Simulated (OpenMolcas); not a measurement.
## Fe VI: CASPT2 settings compared

| Item | Value |
| --- | --- |
| Program | OpenMolcas |
| Basis | ANO-L-VDZP [5s4p2d1f] |
| Scalar Hamiltonian | non-relativistic, point nucleus |
| Active space | 3 electrons in 5 orbitals (3d) |
| State averaging | 2S+1 = 4 even, 10 roots; 2S+1 = 2 even, 40 roots (23 in the spin-orbit step) |
| Spin-orbit coupling | RASSI with atomic mean-field integrals over the reference wave functions, term energies averaged over their components |

Methods on the same reference wave functions:
A. CASSCF
B. SS-CASPT2, IPEA 0.4 Eh, sigma2 regulariser 0.2 Eh (closed shells correlated: 3s 3p)
C. XMS-CASPT2, IPEA 0.4 Eh, real shift 0.25 Eh (closed shells correlated: none)
D. XMS-CASPT2, IPEA 0.1 Eh, sigma2 regulariser 0.4 Eh (closed shells correlated: 3s 3p)

Energies in eV above 3d³ ⁴F_3/2, the measured ground level; measured values from Corliss and Sugar, J. Phys. Chem. Ref. Data 11, 135 (1982).

```tsv
Level	A	B	C	D	Measured
3d³ ⁴F_3/2	0.0000	0.0000	0.0000	0.0000	0.0000
3d³ ⁴F_5/2	0.0547	0.0547	0.0547	0.0547	0.0634
3d³ ⁴F_7/2	0.1301	0.1300	0.1301	0.1301	0.1473
3d³ ⁴F_9/2	0.2253	0.2250	0.2253	0.2251	0.2480
3d³ ⁴P_1/2	2.6112	2.303	2.535	2.295	2.3233
3d³ ⁴P_3/2	2.6338	2.328	2.558	2.318	2.3485
3d³ ²G_7/2	2.6679	2.502	2.665	2.526	2.5561
3d³ ⁴P_5/2	2.7060	2.397	2.630	2.390	2.4314
3d³ ²G_9/2	2.7448	2.580	2.742	2.605	2.6427
```

Deviations, from unrounded energies. A percentage is the sum of absolute deviations over the sum of measured energies, with the sign that they share, or ± where signs differ.

| Against measurement | Levels | A | B | C | D |
| --- | --- | --- | --- | --- | --- |
| mean absolute deviation (cm-1) | 8 | 1100 | 240 | 880 | 220 |
| fine structure of the ground term (%) | 3 | -10.6 | -10.7 | -10.6 | -10.7 |
| other terms of the ground configuration (%) | 5 | +8.6 | -1.6 | +6.7 | -1.4 |

D lies closest to measurement on these levels and A furthest from it. The largest miss of D in the table is 3d³ ⁴P_5/2, by -340 cm-1. The ranking rests on the paired levels alone, and a cruder setting can come out closer through cancelling errors.

Among B to D the level of the table that moves most is 3d³ ⁴P_5/2, by 1900 cm-1 (lowest in D, highest in C). Moves below CASPT2's spread within the term are not significant.

The two smallest mean deviations differ by little beside CASPT2's spread within terms, so their order carries little weight.

From A to B the spin-free energies of the other terms of 3d³ shown, above ⁴F, scale by factors of 0.88 to 0.94, as is usual when dynamic correlation screens the repulsion within a d or f shell.

The lowest spin-free term lies below A's lowest term by 0.148 hartree in B, 0.006 hartree in C, 0.155 hartree in D.

CASPT2 breaks the degeneracy within a term, and the mean is taken; among the terms shown or strongly mixed into the levels shown the widest spread is 390 cm-1 (3d³ ⁴F, D). Some high roots are left out of the spin-orbit mixing, which shifts the levels that they would mix with. The basis is small and was not contracted for so high a charge. Without dynamic correlation excited terms often stand tens of per cent too high (terms of higher spin than the ground term too low), and those without a measured partner can miss by more than the paired ones (holds for A). Computed and measured levels are paired by configuration, term and J; levels that our copy of the source lacks, or whose pairing is in doubt (as where it misses far off the trend of its configuration), stay unpaired and out of the deviations. Only configurations of the active space appear. The table leaves out levels that lie high or whose names do not pair safely across all columns.
